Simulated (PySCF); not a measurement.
Excitation energy of Pt by level of theory

Pt [Xe] 4f14 5d9 6s1 (3D) → Pt [Xe] 4f14 5d10 (1S), as a difference of total energies. Calculation: PySCF 2.14, in aug-cc-pVTZ-PP with ECP60MDF (6s6p5d3f2g, 88 functions); scalar relativity through the core potential. Correlated levels: valence: 5s2 5p6 frozen. The calculations carry no spin-orbit coupling.

```
           method  excitation energy (cm⁻¹)
              UHF                    8602.3
    MP2 (valence)                    1762.7
SCS-MP2 (valence)                    1372.2
   CCSD (valence)                    3994.2
CCSD(T) (valence)                    3078.0
```

**Question.** How much does correlation contribute at CCSD(T) (valence)?

**Answer.** 3078.0 − (8602.3) = -5524.3 cm⁻¹, measured against UHF.

Errors of the correlated levels include the incompleteness of this basis and the frozen core.

For comparison: 1924.7 cm⁻¹ (measured; NIST levels, between the centres of gravity of the two terms).
